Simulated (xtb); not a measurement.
AlBr$_{3}$, charge -1, doublet, geometry from GFN2-xTB (such geometries of metal compounds can be far from the true shape) (a state made from the parent by changing its charge; the spin is typed, not shown lowest); GFN2-xTB in xtb.

Here is a job for xtb.
```
$ xtb mol.xyz --gfn 2 --chrg -1 --uhf 1 --hess --json

# file mol.xyz
4

Al    -0.32189270     0.11479649    -0.20406704
Br    -1.83660573    -1.77411671     0.10868846
Br     0.35206382     2.30354843    -1.04982837
Br     1.60410206    -0.57207041     1.01693624
```

The log (banner, timings and long lists left out):

```
   ID    Z sym.   atoms
    1   13 Al     1
    2   35 Br     2-4

           -------------------------------------------------
          |                Calculation Setup                |
           -------------------------------------------------

           -------------------------------------------------
          |                 G F N 2 - x T B                 |
           -------------------------------------------------

          ...................................................
          :                      SETUP                      :
          :.................................................:
          :  # basis functions                  40          :
          :  # atomic orbitals                  36          :
          :  # shells                           12          :
          :  # electrons                        25          :
          :  max. iterations                   250          :
          :  Hamiltonian                  GFN2-xTB          :
          :  restarted?                      false          :
          :  GBSA solvation                  false          :
          :  PC potential                    false          :
          :  electronic temp.          300.0000000     K    :
          :  accuracy                    1.0000000          :
          :  -> integral cutoff          0.2500000E+02      :
          :  -> integral neglect         0.1000000E-07      :
          :  -> SCF convergence          0.1000000E-05 Eh   :
          :  -> wf. convergence          0.1000000E-03 e    :
          :  Broyden damping             0.4000000          :
          :  net charge                         -1          :
          :  unpaired electrons                  1          :
          ...................................................

 iter      E             dE          RMSdq      gap      omega  full diag
   1    -13.7280352 -0.137280E+02  0.786E+00    1.29       0.0  T
   2    -13.7380259 -0.999071E-02  0.529E+00    1.69       1.0  T
   3    -13.7405404 -0.251452E-02  0.294E+00    2.40       1.0  T
   4    -13.7427088 -0.216841E-02  0.182E+00    2.37       1.0  T
   5    -13.7432001 -0.491291E-03  0.782E-01    2.25       1.0  T
   6    -13.7433422 -0.142157E-03  0.693E-01    2.27       1.0  T
   7    -13.7417184  0.162381E-02  0.107E+00    2.29       1.0  T
   8    -13.7433333 -0.161484E-02  0.248E-01    2.27       1.0  T
   9    -13.7433805 -0.472413E-04  0.662E-02    2.28       1.0  T
  10    -13.7433843 -0.378492E-05  0.478E-02    2.28       1.0  T
  11    -13.7433877 -0.334958E-05  0.257E-02    2.28       1.9  T
  12    -13.7433883 -0.640842E-06  0.172E-02    2.27       2.9  T
  13    -13.7433889 -0.575286E-06  0.342E-03    2.28      14.6  T
  14    -13.7433889 -0.878897E-09  0.253E-03    2.28      19.7  T
  15    -13.7433889  0.323346E-08  0.139E-03    2.28      36.0  T
  16    -13.7433889 -0.429027E-08  0.202E-04    2.28     247.1  T
  17    -13.7433889 -0.538378E-10  0.341E-04    2.28     146.5  T

   *** convergence criteria satisfied after 17 iterations ***

         :::::::::::::::::::::::::::::::::::::::::::::::::::::
         ::                     SUMMARY                     ::
         :::::::::::::::::::::::::::::::::::::::::::::::::::::
         :: total energy             -13.731851412454 Eh    ::
         :: gradient norm              0.000019172040 Eh/a0 ::
         :: HOMO-LUMO gap              2.276061694653 eV    ::
         ::.................................................::
         :: SCC energy               -13.743387237321 Eh    ::
         :: -> isotropic ES            0.130122449910 Eh    ::
         :: -> anisotropic ES         -0.006052334428 Eh    ::
         :: -> anisotropic XC         -0.016268783554 Eh    ::
         :: -> dispersion             -0.004067541289 Eh    ::
         :: repulsion energy           0.011535824866 Eh    ::
         :: add. restraining           0.000000000000 Eh    ::
[...]
   9: 32.84  10: 79.41  11: 38.86  12: 34.14
 IR intensities (km·mol⁻¹)
   1:  2.14   2:  1.00   3:  1.11   4:  2.22   5:  1.20   6:  3.57   7:  1.76   8:  1.42
   9:  9.81  10:  2.18  11: 49.79  12: 94.55
 Raman intensities (Ä⁴*amu⁻¹)
   1:  0.00   2:  0.00   3:  0.00   4:  0.00   5:  0.00   6:  0.00   7:  0.00   8:  0.00
   9:  0.00  10:  0.00  11:  0.00  12:  0.00
 output can be read by thermo (or use thermo option).
 writing <g98.out> molden fake output.
 recommended (thermochemical) frequency scaling factor: 1.0
           -------------------------------------------------
          |             Thermodynamic Functions             |
           -------------------------------------------------

c2v symmetry found (for desy threshold:  0.10E+00) used in thermo

          ...................................................
          :                      SETUP                      :
          :.................................................:
          :  # frequencies                           6      :
          :  # imaginary freq.                       0      :
          :  linear?                             false      :
          :  only rotor calc.                    false      :
          :  symmetry                              c2v      :
          :  rotational number                       2      :
          :  scaling factor                  1.0000000      :
          :  rotor cutoff                   50.0000000 cm⁻¹ :
          :  imag. cutoff                  -20.0000000 cm⁻¹ :
          :.................................................:

    mode    ω/cm⁻¹     T·S(HO)/kcal·mol⁻¹    T·S(FR)/kcal·mol⁻¹   T·S(vib)
   ------------------------------------------------------------------------
       1     53.66    -1.39461 ( 57.03%)    -1.03549 ( 42.97%)    -1.24029
       2     76.26    -1.18812 ( 84.40%)    -0.93144 ( 15.60%)    -1.14808
       3     97.49    -1.04469 ( 93.53%)    -0.85869 (  6.47%)    -1.03265
       4    161.75    -0.75407 ( 99.10%)    -0.70871 (  0.90%)    -0.75366
   ------------------------------------------------------------------------

   temp. (K)  partition function   enthalpy   heat capacity  entropy
                                   cal/mol     cal/K/mol   cal/K/mol   J/K/mol
 298.15  VIB   109.                 2336.826     10.342     16.461
         ROT  0.905E+06              888.752      2.981     30.238
         INT  0.984E+08             3225.578     13.322     46.699
         TR   0.421E+28             1481.254      4.968     42.623
         TOT                        4706.8324    18.2906    89.3220   373.7230

       T/K    H(0)-H(T)+PV         H(T)/Eh          T*S/Eh         G(T)/Eh
   ------------------------------------------------------------------------
    298.15    0.750081E-02    0.992120E-02    0.424397E-01   -0.325185E-01
   ------------------------------------------------------------------------

         :::::::::::::::::::::::::::::::::::::::::::::::::::::
         ::                  THERMODYNAMIC                  ::
         :::::::::::::::::::::::::::::::::::::::::::::::::::::
         :: total free energy         -13.764369950272 Eh   ::
         ::.................................................::
         :: total energy              -13.731851412465 Eh   ::
         :: zero point energy           0.002420388401 Eh   ::
         :: G(RRHO) w/o ZPVE           -0.034938926207 Eh   ::
         :: G(RRHO) contrib.           -0.032518537806 Eh   ::
         :::::::::::::::::::::::::::::::::::::::::::::::::::::

           -------------------------------------------------
          | TOTAL ENERGY              -13.731851412465 Eh   |
          | TOTAL ENTHALPY            -13.721930209257 Eh   |
          | TOTAL FREE ENERGY         -13.764369950272 Eh   |
          | GRADIENT NORM               0.000018311704 Eh/α |
          | HOMO-LUMO GAP               2.276033523727 eV   |
           -------------------------------------------------

normal termination of xtb
```
